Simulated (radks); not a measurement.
The numbers below are computed, except where a source is named.
Ionisation of neutral promethium, [Xe] 4f5 6s2, to Pm+, [Xe] 4f5 6s1, under several functionals. Dirac Kohn-Sham, spin-unpolarised, spherical densities, finite nucleus; open shells fill j = l - 1/2 first; a radial shooting solver on a logarithmic mesh with Libxc functionals.

functional,E(Pm) (hartree),Exc (hartree),IE (eV),-e(HOMO) (eV),<r> HOMO (bohr),IE error (eV)
SOGGA,-10022.5191,-225.5749,5.780,2.202,1.063,+0.199
exchange-only LDA,-10013.5348,-216.4787,5.227,1.182,1.076,-0.355
revPBE,-10026.8615,-229.9647,5.789,2.222,1.063,+0.208
BP86,-10028.0831,-231.1982,6.036,2.353,1.064,+0.454
AM05,-10019.7944,-222.8271,5.822,2.297,1.061,+0.240
PBEsol,-10022.9801,-226.0394,5.886,2.281,1.063,+0.304

NIST Atomic Spectra Database: 5.582 eV (measured). Closest: SOGGA. The Delta-SCF values span 0.81 eV, the total energies 14.55 hartree. The highest occupied level is 4f5/2. Spin polarisation and multiplet splitting are left out, so open shells lie too high by an amount that depends on their filling.

Beside tabulated values, note that spin-unpolarised runs miss the spin-polarisation part of the exchange energy of open shells.
